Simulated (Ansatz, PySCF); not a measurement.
Reaction (SMILES): CB(S)S -> [CH2]B(S)S + H atom (the C-H bond at the site shown breaks; other sites are not compared here)
Each molecule is optimised on its own at B3LYP-D3(BJ)/def2-TZVP (Ansatz, a first-principles code), one conformer each, not searched for the lowest.
Geometry of the first species:
SMILES: CB(S)S
```xyz
9

C     -1.8215    -0.1616    -0.5308
B     -0.3208    -0.0318    -0.0936
S      0.4834     1.5635     0.1837
S      0.6355    -1.5441     0.1401
H     -2.1488    -1.1948    -0.6545
H     -1.9895     0.3597    -1.4776
H     -2.4760     0.3123     0.2063
H     -0.5715     2.3475    -0.0990
H      1.8163    -1.0075     0.4964
```
Charge 0, spin multiplicity 1.

Wanted: bond dissociation energy (enthalpy at 298 K, with B3LYP-D3(BJ) rigid-rotor harmonic-oscillator terms from PySCF), in kcal/mol. Valence correlation only, unless marked. UHF or UKS for open shells. No spin-orbit coupling. Non-relativistic unless marked X2C. Basis-set limits of correlation are two-point, X^-3; Hartree-Fock from the larger set.

| level | program | bond dissociation energy (kcal/mol) | minus last row |
|---|---|---|---|
| HF/STO-3G | Ansatz | 98.5 | 1.8 |
| HF/6-31G* | Ansatz | 71.0 | -25.7 |
| HF/aug-cc-pV(D+d)Z | Ansatz | 70.1 | -26.6 |
| HF/aug-cc-pV(Q+d)Z | Ansatz | 70.7 | -26.0 |
| PBE-D3(BJ)/def2-TZVPD | Ansatz + dftd3 | 92.2 | -4.5 |
| PBE-D4/def2-TZVPD | Ansatz + dftd4 | 92.2 | -4.5 |
| revPBE-D3(BJ)/def2-TZVPD | Ansatz + dftd3 | 90.8 | -5.9 |
| r2SCAN-D3(BJ)/def2-TZVPD | Ansatz + dftd3 | 91.2 | -5.5 |
| PBE0/STO-3G | Ansatz | 119.3 | 22.6 |
| PBE0-D4/def2-TZVPD | Ansatz + dftd4 | 92.8 | -3.9 |
| BHLYP-D4/def2-TZVPD | Ansatz + dftd4 | 92.9 | -3.8 |
| r2SCAN0-D4/def2-TZVPD | Ansatz + dftd4 | 91.7 | -5.0 |
| r2SCAN0/def2-TZVPD | Ansatz | 91.6 | -5.1 |
| RPA@PBE/cc-pV(T+d)Z | Ansatz | 93.8 | -2.9 |
| MP2/STO-3G | Ansatz | 108.4 | 11.7 |
| CCSD/aug-cc-pV(Q+d)Z | Ansatz | 95.5 | -1.2 |
| CCSD(T)/STO-3G | Ansatz | 109.5 | 12.8 |
| CCSD(T)/6-31G* | Ansatz | 88.7 | -8.0 |
| CCSD(T)/aug-cc-pV(T+d)Z | Ansatz | 95.9 | -0.8 |
| X2C-CCSD(T)/cc-pVTZ-DK | Ansatz | 95.6 | -1.1 |
| CCSD(T)/CBS(aug-cc-pV(T+d)Z,aug-cc-pV(Q+d)Z) | Ansatz | 96.7 | 0.0 |
